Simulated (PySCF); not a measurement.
All of these have the formula C3H9FOSi2. Level of theory: TDDFT wB97X-D/def2-SVPD, vertical, gas phase, core orbitals frozen in the response (PySCF). Geometries: GFN2-xTB; one conformer of each isolated species. Triplets are in the Tamm–Dancoff approximation.

A. `F[SiH2]/C=C(\OC)[SiH3]`
B. `CO[C@@H]1[SiH2]C[Si@@H]1F`
C. `O[Si@@H]1C[SiH2][C@H](F)C1`

Lowest singlet levels (six at most, fewer where fewer were computed) with oscillator strengths:

1. 5.57 eV (f 0.003); 6.39 eV (f 0.026); 6.57 eV (f 0.002); 6.96 eV (f 0.013); 7.08 eV (f 0.016); 7.18 eV (f 0.002); T1 5.23 eV
2. 6.10 eV (f 0.335); 6.50 eV (f 0.009); 6.67 eV (f 0.000); 6.83 eV (f 0.005); 7.56 eV (f 0.003); 7.79 eV (f 0.003); T1 4.05 eV
3. 7.40 eV (f 0.003); 7.65 eV (f 0.010); 7.77 eV (f 0.009); 7.91 eV (f 0.021); 7.95 eV (f 0.133); 8.05 eV (f 0.018); T1 6.99 eV

Task: Which spectrum belongs to which structure?

Result: 1 = B, 2 = A, 3 = C.
- A: S1 at 6.10 eV, HOMO→LUMO (96%); Löwdin shares by element: HOMO carbon 55% or more, oxygen 23%, silicon 6% or more (atoms not listed hold the other 15%); LUMO carbon 54% or more, silicon 22% (atoms not listed hold the other 24%); HOMO -9.07 and LUMO 1.11 eV.
- B: S1 at 5.57 eV, HOMO→LUMO (87%), HOMO→LUMO+1 (8%); Löwdin shares by element: HOMO oxygen 44%, carbon 24% or more, silicon 12% or more (atoms not listed hold the other 21%); LUMO silicon 33%, carbon 24% or more (atoms not listed hold the other 42%); HOMO -8.86 and LUMO 1.38 eV.
- C: S1 at 7.40 eV, HOMO→LUMO (41%), HOMO→LUMO+2 (40%); Löwdin shares by element: HOMO carbon 46%, silicon 12% or more (atoms not listed hold the other 43%); LUMO silicon 40%, oxygen 8%, carbon 6% or more (atoms not listed hold the other 46%); HOMO -9.84 and LUMO 1.88 eV.
